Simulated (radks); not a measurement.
Zn+, 29 electrons, occupied as [Ar] 3d10 4s1.

Calculated with a radial shooting solver on a logarithmic mesh with Libxc functionals: non-relativistic Kohn-Sham, exchange-only LDA, spin-polarised, spherical densities, point nucleus; open shells are filled with parallel spins first.

Energy parts (hartree):
part                   energy
total             -1773.59948
kinetic            1773.59948
electron-nucleus  -4244.59870
Hartree             762.67696
exchange            -65.27722

Orbitals (lengths in bohr, moments of r in powers of bohr):
orbital  occ.  eigenvalue (hartree)       <r^4>
1s up       1             -345.2329  0.00003134
1s down     1             -345.2311  0.00003134
2s up       1             -41.80975    0.006746
2s down     1             -41.81095    0.006747
2p up       3             -36.92618    0.004818
2p down     3             -36.92677    0.004819
3s up       1              -4.86504      0.5081
3s down     1              -4.86536      0.5050
3p up       3              -3.31542      0.6725
3p down     3              -3.31478      0.6638
3d up       5              -0.69594       3.604
3d down     5              -0.68715       3.090
4s up       1              -0.50161       77.58
4s down     0              -0.43320       80.96

The highest occupied level is 4s up at -13.649 eV. The density falls to 0.001 e/bohr^3 at r = 3.66 bohr. Virial ratio -V/T = 2.00000. The spin density at the nucleus is 7.905 e/bohr^3 (1s 0.051, 2s 0.064, 3s -0.126, 4s 7.915), a Fermi contact field of 414 T.
